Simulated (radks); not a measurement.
Values are calculated unless marked as measured or tabulated.
Orbital eigenvalues (eV) of the selenium ion Se2+, [Ar] 3d10 4s2 4p2, at several levels of relativity; Dirac values are averaged over j with weights 2j + 1. Spin-unpolarised spherical Kohn-Sham, PBE, point nucleus unless stated (finite: rms radius 4.14 fm), a radial shooting solver on a logarithmic mesh with Libxc functionals. A level marked "c x" has the speed of light scaled by that factor and shares open shells by 2j + 1; other Dirac levels either fill j = l - 1/2 first or share by 2j + 1.

shell,non-rel.,"Dirac, 2j+1 shares","Dirac, 2j+1 shares, finite nucleus","Dirac, c x 1.5","change of magnitude, last against first (%)"
1s,-12324,-12524,-12524,-12412,+0.71
2s,-1584.7,-1629.4,-1629.3,-1604.2,+1.23
2p,-1425.3,-1436.2,-1436.2,-1430.1,+0.33
3s,-228.86,-236.18,-236.18,-232.04,+1.39
3p,-174.06,-175.72,-175.72,-174.78,+0.42
3d,-77.096,-75.792,-75.793,-76.519,-0.75
4s,-36.921,-37.628,-37.628,-37.228,+0.83
4p,-25.445,-25.466,-25.466,-25.454,+0.03
